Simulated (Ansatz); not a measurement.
Reactions of FHMgO (`[OH][Mg][F]`).

Calculated with Ansatz (gas phase, PBE0-D4/def2-TZVP geometries, no zero-point term in ΔE). CCSD(T)/CBS is the MP2 limit (def2-TZVPP, def2-QZVPP) plus CCSD(T) − MP2 in def2-TZVPP, frozen cores. This one scheme is used for every species, atoms too. DFT in def2-TZVPP. Open shells (•) are unrestricted, without spin–orbit coupling. Spin–orbit coupling would lower the free atoms: a little for F, O. Elements past krypton have def2 core potentials. Bonds to In, Mg are less sure, by a few kJ/mol each and by 10 to 20 or more in all where they break to atoms, as the def2 sets lack core-valence functions. One conformer a species, not always the lowest.

```tsv
reaction	ωB97M-V (kJ/mol)	CCSD(T)/CBS(def2) (kJ/mol)
`[OH][Mg][F]` + `[SiH3][O][InH][O][SiH3]` → `[OH][MgH]` + `[F][In]([O][SiH3])[O][SiH3]`	145	146
`[OH][Mg][F]` → F• + H• + Mg (atom) + O•	1325	1368
`[OH][Mg][F]` + H₂ → `[F][MgH]` + H₂O	89	96
`[OH][Mg][F]` + CH₃SH → `C[S][Mg][OH]` + H–F	66	62
`[OH][Mg][F]` + H₂S → `[OH][Mg][SH]` + H–F	46	42
```

Largest T1 diagnostic: 0.016, for `[F][In]([O][SiH3])[O][SiH3]`.
